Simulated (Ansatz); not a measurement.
Steps of a relaxation of C2H9ClSi2, SMILES `C[SiH2]C[SiH2]Cl` with RKS PBE-D4/def2-SVP.

```sh
$ ansatz run in.yaml --threads 2 --pin off --events-out ev --progress --plain --max-ram 22528MiB --backend cpu
```

```yaml
crystal:
  periodic: [false, false, false]
  atoms:
    - {symbol: C, position_ang: [-0.794800, 0.492000, 2.186400]}
    - {symbol: Si, position_ang: [0.354400, 0.273000, 0.787100]}
    - {symbol: C, position_ang: [-0.536600, -0.289300, -0.762200]}
    - {symbol: Si, position_ang: [0.881000, -0.494400, -2.027800]}
    - {symbol: Cl, position_ang: [-0.073700, -1.142700, -3.783200]}
    - {symbol: H, position_ang: [-0.329500, 0.887600, 3.079300]}
    - {symbol: H, position_ang: [-1.348500, -0.386700, 2.417700]}
    - {symbol: H, position_ang: [-1.549800, 1.311300, 1.905800]}
    - {symbol: H, position_ang: [1.365500, -0.714600, 1.256100]}
    - {symbol: H, position_ang: [1.074800, 1.553200, 0.557200]}
    - {symbol: H, position_ang: [-1.257100, 0.447500, -1.045400]}
    - {symbol: H, position_ang: [-1.015400, -1.222800, -0.549800]}
    - {symbol: H, position_ang: [1.743700, -1.524900, -1.667100]}
    - {symbol: H, position_ang: [1.473200, 0.781500, -2.325400]}
basis:
  gaussian: {orbitals: def2-SVP}
hamiltonian: {xc: pbe, dispersion: d4}
relax: {f_tol: 0.03, max_steps: 200}
```

Positions (Å) and forces (eV/Å) along the path, 7 of 7 steps:

```xyz
14
step=1 energy=-30473.1148 eV
C    -0.795    0.492    2.186   -1.324    2.396   -0.414
Si    0.354    0.273    0.787    0.284   -0.021    0.237
C    -0.537   -0.289   -0.762    2.496    0.151    0.050
Si    0.881   -0.494   -2.028   -3.319    0.413   -0.763
Cl   -0.074   -1.143   -3.783    0.156   -0.027   -0.233
H    -0.330    0.888    3.079    0.571    0.096    0.800
H    -1.349   -0.387    2.418   -0.786   -1.328    0.397
H    -1.550    1.311    1.906    0.525   -0.835    0.179
H     1.365   -0.715    1.256    0.353   -0.337   -0.205
H     1.075    1.553    0.557    0.201    0.312   -0.200
H    -1.257    0.448   -1.045   -0.885    0.950   -0.555
H    -1.015   -1.223   -0.550   -0.610   -1.232    0.090
H     1.744   -1.525   -1.667    1.627   -1.535    0.736
H     1.473    0.781   -2.325    0.711    0.997   -0.119
14
step=2 energy=-30473.5653 eV
C    -0.856    0.541    2.259   -0.666    0.757   -0.051
Si    0.358    0.292    0.875    0.655   -0.095   -0.367
C    -0.451   -0.281   -0.734    0.582   -0.134   -0.519
Si    0.796   -0.541   -2.157   -0.836    0.336    0.291
Cl   -0.059   -1.188   -3.971    0.051    0.098    0.355
H    -0.368    0.904    3.178    0.173   -0.027    0.185
H    -1.415   -0.373    2.486   -0.179   -0.380    0.135
H    -1.605    1.327    1.972    0.243   -0.297    0.064
H     1.406   -0.730    1.244   -0.029   -0.004    0.074
H     1.093    1.574    0.593    0.018    0.101    0.030
H    -1.190    0.466   -1.051   -0.400    0.227   -0.115
H    -0.957   -1.238   -0.551   -0.326   -0.310    0.054
H     1.767   -1.540   -1.714    0.512   -0.555    0.068
H     1.468    0.757   -2.399    0.201    0.285   -0.204
14
step=3 energy=-30473.5992 eV
C    -0.886    0.547    2.243    0.093    0.121   -0.061
Si    0.409    0.303    0.871   -0.462   -0.066    0.045
C    -0.425   -0.283   -0.743    0.066    0.018    0.037
Si    0.782   -0.530   -2.129    0.519    0.213    0.360
Cl   -0.145   -1.156   -3.846   -0.384   -0.241   -0.643
H    -0.381    0.890    3.168   -0.005    0.010    0.082
H    -1.435   -0.386    2.482    0.066   -0.053   -0.059
H    -1.640    1.318    1.969    0.119   -0.064   -0.050
H     1.434   -0.724    1.292   -0.039    0.041   -0.014
H     1.131    1.601    0.607   -0.018   -0.039    0.005
H    -1.165    0.456   -1.113   -0.149    0.055    0.187
H    -0.937   -1.258   -0.608   -0.138    0.027    0.195
H     1.775   -1.572   -1.739    0.197   -0.129   -0.008
H     1.469    0.763   -2.426    0.136    0.107   -0.075
14
step=4 energy=-30473.6469 eV
C    -0.880    0.551    2.255   -0.058    0.040    0.015
Si    0.380    0.300    0.872    0.013   -0.004    0.014
C    -0.434   -0.282   -0.744    0.048   -0.023   -0.089
Si    0.804   -0.530   -2.138    0.036    0.027    0.059
Cl   -0.136   -1.172   -3.889   -0.049   -0.013   -0.020
H    -0.379    0.894    3.184    0.000   -0.025   -0.019
H    -1.426   -0.388    2.482    0.023   -0.006   -0.002
H    -1.627    1.320    1.971    0.014   -0.014   -0.006
H     1.409   -0.724    1.281   -0.011    0.013    0.011
H     1.107    1.594    0.605    0.001   -0.004    0.003
H    -1.189    0.465   -1.073   -0.005   -0.026    0.034
H    -0.963   -1.245   -0.570   -0.011    0.045    0.014
H     1.814   -1.575   -1.759    0.001    0.004   -0.009
H     1.506    0.762   -2.451   -0.001   -0.012   -0.003
14
step=5 energy=-30473.6496 eV
C    -0.889    0.550    2.250   -0.006   -0.006   -0.025
Si    0.389    0.305    0.880    0.000    0.007    0.013
C    -0.415   -0.278   -0.742   -0.012    0.000    0.005
Si    0.807   -0.531   -2.142    0.014   -0.004   -0.029
Cl   -0.174   -1.173   -3.876   -0.010    0.001    0.008
H    -0.398    0.887    3.184   -0.001    0.003    0.005
H    -1.428   -0.395    2.466    0.001    0.002   -0.003
H    -1.637    1.315    1.958   -0.002   -0.003    0.007
H     1.414   -0.716    1.304   -0.001    0.002    0.005
H     1.116    1.600    0.620    0.002   -0.001    0.004
H    -1.175    0.468   -1.063    0.006   -0.006    0.011
H    -0.950   -1.235   -0.560    0.000    0.008    0.005
H     1.817   -1.581   -1.779    0.005   -0.001   -0.004
H     1.509    0.755   -2.471    0.005   -0.001   -0.003
14
step=6 energy=-30473.6506 eV
C    -0.898    0.548    2.243    0.027   -0.020   -0.014
Si    0.399    0.311    0.889   -0.010    0.000    0.004
C    -0.397   -0.274   -0.736   -0.014    0.009    0.025
Si    0.807   -0.533   -2.150    0.000   -0.013   -0.035
Cl   -0.209   -1.175   -3.864    0.008    0.007    0.017
H    -0.419    0.883    3.185   -0.009    0.009    0.006
H    -1.431   -0.402    2.449   -0.004    0.005   -0.002
H    -1.647    1.309    1.945   -0.008    0.005    0.004
H     1.421   -0.709    1.325    0.001    0.001    0.001
H     1.127    1.607    0.637   -0.001   -0.001    0.001
H    -1.159    0.472   -1.051    0.007    0.005   -0.004
H    -0.937   -1.228   -0.549    0.008   -0.005   -0.001
H     1.820   -1.587   -1.802   -0.002   -0.001   -0.001
H     1.512    0.748   -2.493   -0.002    0.001   -0.001
14
step=7 energy=-30473.6507 eV
C    -0.900    0.546    2.241    0.015   -0.010   -0.002
Si    0.403    0.312    0.893   -0.005    0.003   -0.002
C    -0.391   -0.271   -0.733   -0.003    0.002    0.017
Si    0.808   -0.535   -2.153   -0.008   -0.002   -0.013
Cl   -0.221   -1.175   -3.859    0.004    0.001    0.006
H    -0.429    0.884    3.186   -0.005    0.003    0.000
H    -1.433   -0.405    2.444   -0.004    0.002    0.000
H    -1.650    1.306    1.939   -0.003    0.003    0.000
H     1.424   -0.706    1.333    0.000   -0.001   -0.001
H     1.130    1.609    0.645    0.001    0.000    0.001
H    -1.152    0.475   -1.048    0.003    0.002   -0.004
H    -0.931   -1.225   -0.546    0.002   -0.004   -0.002
H     1.819   -1.590   -1.810    0.000    0.002   -0.001
H     1.511    0.746   -2.503    0.003   -0.002    0.002
```

Hardware: 2 threads of an AMD EPYC 7R13 on a shared host. Wall time 15 s, peak host memory 0.23 GiB.
